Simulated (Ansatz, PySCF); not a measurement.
Gas-phase reaction R1 → P1 + P2, each structure at its B3LYP-D3(BJ)/def2-SVP stationary point, reached from a drawn start (curvature not checked).
R1, Cl2La (SMILES [Cl][La][Cl]) (charge 0, multiplicity 2):
```xyz
3

La     0.004     0.005    -0.913
Cl     2.205    -0.006     0.466
Cl    -2.209     0.001     0.447
```
P1, ClLa (SMILES [Cl][La]) (charge 0, multiplicity 1):
```xyz
2

La    -0.00914    -0.01839    -1.27496
Cl     0.00914     0.01839     1.27496
```
P2: Cl atom, charge 0, multiplicity 2.

| level | reaction energy (kcal/mol) | cost |
|---|---|---|
| HF/def2-SVP | 107.81 | - |
| HF/def2-TZVPP | 107.23 | - |
| HF/def2-QZVPP | 107.50 | - |
| SVWN5/def2-TZVPP | 132.87 | ×0.4 |
| PBE/def2-TZVPP | 124.69 | ×1 |
| BLYP/def2-TZVPP | 117.33 | ×1 |
| r2SCAN/def2-TZVPP | 132.08 | ×3 |
| B3LYP/def2-TZVPP | 118.84 | ×2 |
| PBE0/def2-TZVPP | 124.67 | ×0.8 |
| M06-2X/def2-TZVPP | 120.06 | - |
| wB97X-V/def2-TZVPP | 124.14 | ×3 |
| wB97M-V/def2-TZVPP | 120.24 | ×4 |
| MP2/def2-SVP | 120.55 | - |
| MP2/def2-TZVPP | 124.64 | - |
| MP2/def2-QZVPP | 126.24 | - |
| MP2/CBS(def2-TZVPP, def2-QZVPP) | 127.22 | - |
| SCS-MP2/def2-SVP | 116.37 | - |
| SCS-MP2/def2-TZVPP | 119.58 | - |
| SCS-MP2/def2-QZVPP | 121.23 | - |
| CCSD/def2-SVP | 112.11 | - |
| CCSD/def2-TZVPP | 115.16 | - |
| CCSD/def2-QZVPP | 116.95 | - |
| CCSD(T)/def2-SVP | 112.78 | ×0.4 |
| CCSD(T)/def2-TZVPP | 116.57 | ×2 |
| CCSD(T)/def2-QZVPP | 118.57 | ×10 |
| CCSD(T)/CBS(def2-TZVPP, def2-QZVPP) | 119.83 | ×10 |

P less R. No zero-point or thermal terms; singlets are restricted closed shells; open shells are unrestricted; no spin–orbit coupling. The spin states of the d-block species are the ones drawn and need not be the lowest.

Frozen-core correlation throughout. CBS: X⁻³ extrapolation of the correlation energy, Hartree–Fock from the larger set.

Codes used: Ansatz (a quantum-chemistry and plane-wave program) with Gaussian orbitals; PySCF for M06-2X. No computed number here is a measurement. Elements past Kr take the def2 small-core potentials, without spin–orbit coupling.

Costs are rough ratios of core time to PBE/def2-TZVPP (about 13 s over the structures, on one shared machine); a dash marks a level with no comparable run of its own.
